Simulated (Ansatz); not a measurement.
Correlation energies of C4H7F3, SMILES `C[C@@H](F)[C@@H](F)CF` by basis set

```xyz
14

C    -1.421    1.323   -0.037
C    -0.721    0.008   -0.238
F    -0.694   -0.298   -1.595
C     0.729    0.022    0.221
F     0.753    0.372    1.559
C     1.434   -1.293    0.032
F     0.733   -2.316    0.633
H    -1.446    1.574    1.024
H    -2.445    1.262   -0.406
H    -0.902    2.121   -0.573
H    -1.249   -0.805    0.267
H     1.278    0.790   -0.339
H     2.428   -1.249    0.486
H     1.522   -1.511   -1.035
```

Charge 0, multiplicity 1. The structure was optimised at the PBE0-D4/def2-TZVP level. It is one conformer, not always the lowest. Frozen core, restricted reference, the Gaussian-basis code of Ansatz.

```
     basis     HF (Eh)  MP2 corr.  CCSD corr.       (T)  CCSD(T) total
  def2-SVP  -453.50318   -1.10423    -1.16058  -0.02648     -454.69024
def2-TZVPP  -454.05140   -1.42371           –         –              –
def2-QZVPP  -454.07128   -1.54077           –         –              –
```
